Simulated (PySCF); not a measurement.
# Static response to an electric field

Compound: C5H4O2.
Geometry (GFN2-xTB, Å), atoms numbered from 1 in this order:
```
atom  x, y, z in Å
O1    -2.603    0.978    0.306
C2    -1.878    0.115   -0.119
C3    -0.430    0.094    0.010
C4     0.471   -0.902   -0.474
C5     1.711   -0.485   -0.114
O6     1.646    0.686    0.551
C7     0.365    1.033    0.625
H8    -2.284   -0.762   -0.661
H9     0.214   -1.792   -1.010
H10    2.684   -0.909   -0.264
H11    0.110    1.947    1.124
```

Level: PBE0/def2-SVPD (PySCF), static field, nuclei fixed, core orbitals frozen in the response. The polarisability tensor in these axes (au):

```
x   82.01 -5.46  1.10
y   -5.46 59.33 11.50
z    1.10 11.50 45.06
```

Problem. What are the eigenvalues, a third of the trace, and Δα (Δα² = ½Σ(αi − αj)² over the three pairs)?

Solution. Principal values 38.36, 64.72 and 83.33 au; mean 62.14 au = 9.21 Å³ = 10.24 × 10⁻⁴⁰ C²·m²/J; Δα = 39.14 au (63 % of the mean).

Problem. What is the dipole moment, and where does it point?

Solution. (2.56, -1.86, -0.82) D, 3.27 D in size, pointing from the negative to the positive side. Measured along this direction, the outermost atoms are O1 at the negative end and H10 at the positive end.

Problem. Find the Langevin capture rate constant for NO+ (29.998 u) meeting this molecule (96.021 u), k = 2.342 × 10⁻⁹ cm³/s × √(α in Å³ / reduced mass in u).

Solution. The reduced mass is 22.86 u, so k = 1.49 × 10⁻⁹ cm³/s. The formula leaves out the permanent dipole, which adds to the capture rate.

Problem. Estimate the molar refractivity from the static electronic polarisability.

Solution. Lorentz–Lorenz: R = (4π/3)N_A α = 2.5225 cm³/(mol·Å³) × 9.21 Å³ = 23.2 cm³/mol, in the limit of long wavelengths.

Problem. In TDDFT the mean static polarisability is Σ f/ω² over all singlet excitations (ω in hartree). How much of it do the 8 lowest give? Their energies (eV) and oscillator strengths: 3.85, 0.0002; 4.85, 0.0507; 6.08, 0.1071; 6.50, 0.0001; 6.73, 0.4218; 6.88, 0.0036; 7.43, 0.0474; 7.54, 0.0001.

Solution. They add up to 11.35 au, 18.3 % of the 62.14 au; the largest single term is 6.90 au, from the state at 6.73 eV. Terms in order: 0.01, 1.59, 2.15, 0.00, 6.90, 0.06, 0.64, 0.00 au. Higher excitations give the rest. The strengths listed sum to 0.631.

Problem. Refractivity n − 1 of an ideal gas of it at 400 K and 1 atm, from the electronic α?

Solution. N = p/kT = 1.8347 × 10¹⁹ cm⁻³, so n − 1 = 2π × N × 9.21 × 10⁻²⁴ cm³ = 1061 × 10⁻⁶ at long wavelengths.

Problem. In a dilute gas of rigid molecules at 500 K, how does the orientational term μ²/3kT compare with the electronic polarisability?

Solution. In Gaussian units μ²/3kT = 51.68 Å³ against 9.21 Å³, a ratio of 5.61; the Debye molar polarisation (4π/3)N_A(α + μ²/3kT) is 153.6 cm³/mol, leaving out the vibrational part.

Isolated species at its GFN2-xTB geometry (one conformer only).
